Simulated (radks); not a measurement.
Problem. Excited configurations of Ir III: one electron is placed in a higher orbital outside [Xe] 4f14 5d6. The ground configuration is [Xe] 4f14 5d7. Calculated with a radial shooting solver on a logarithmic mesh with Libxc functionals: Dirac Kohn-Sham, PBE, spin-unpolarised, spherical densities, finite nucleus; open shells fill j = l - 1/2 first; Fermi nuclear charge, rms radius 5.4032 fm. Excitation = E - E(ground); binding = E(ion) - E, where the ion is the core of charge +3; n* = 3/sqrt(2 binding) in atomic units, and the quantum defect is n - n*.

outer orbital  excitation (eV)  binding (eV)     n*  quantum defect  eigenvalue (eV)  <r> (bohr)
5f5/2                   21.561         8.236  3.856           1.144           -6.362       5.279
6p1/2                    9.590        20.208  2.462           3.538          -16.587       2.960
6d3/2                   18.556        11.241  3.300           2.700           -9.153       4.674
6f5/2                   24.218         5.579  4.685           1.315           -4.573       9.138
7s1/2                   17.682        12.116  3.179           3.821          -10.363       5.240
7p1/2                   19.754        10.043  3.492           3.508           -8.547       6.024
7d3/2                   23.032         6.766  4.254           2.746           -5.701       8.421
7f5/2                   25.883         3.915  5.593           1.407           -3.311       14.05

Estimate the row for 6s1/2.

Solution. excitation (eV) 2.855; binding (eV) 26.943; n* 2.132; quantum defect 3.868; eigenvalue (eV) -22.670; <r> (bohr) 2.509. The Delta-SCF ionisation energy is 29.797 eV (NIST Atomic Spectra Database: 28 eV, theoretical). Self-interaction in the functional shifts the binding energies and quantum defects, so they are the method's values and not measured ones. Spin polarisation and multiplet splitting are left out, so open shells lie too high by an amount that depends on their filling.

Beside tabulated values, note that spin-unpolarised runs miss the spin-polarisation part of the exchange energy of open shells.
